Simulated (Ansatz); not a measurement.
(Br2Ga-mu-SH)3 (Ga3H3S3Br6). Charge 0, multiplicity 1. Geometry r2SCAN-D4/def2-SVP, basis def2-TZVP, Ansatz.

```xyz
15

Ga    0.338   -1.475   -1.384
Br   -1.955   -1.677   -1.615
Br    1.678   -2.608   -2.855
S     0.747   -2.228    0.806
Ga    0.192   -0.407    2.261
Br    2.063    0.930    2.261
Br   -0.587   -1.340    4.198
S    -1.586    0.805    1.280
Ga   -0.672    2.098   -0.476
Br    0.248    3.989    0.417
Br   -2.267    2.301   -2.116
S     1.094    0.766   -1.393
H     2.073   -1.939    0.820
H    -2.076   -0.183    0.475
H     0.709    0.967   -2.679
```

| run | HOMO (eV) | LUMO (eV) |
| --- | --- | --- |
| A | -8.35 | -2.16 |
| B | -7.43 | -2.82 |
| C | -7.01 | -2.89 |
| D | -9.44 | -1.21 |
| E | -7.07 | -3.01 |
| F | -11.22 | 1.49 |

Single mean-field runs in def2-TZVP are fitted with def2-universal-jkfit.

**Question.** The runs used BHLYP, HF, PBE, PBE0, r2SCAN, revPBE. Estimate which is which.

**Answer.** A PBE0 (25 % exact exchange); B r2SCAN (0 % exact exchange); C revPBE (0 % exact exchange); D BHLYP (50 % exact exchange); E PBE (0 % exact exchange); F HF (100 % exact exchange). Exact exchange lowers occupied and raises empty levels; among semilocal functionals meta-GGAs tend to open the gap a little, and such runs are hard to tell apart. The gap grows from 4.06 eV (PBE) to 12.71 eV (HF).
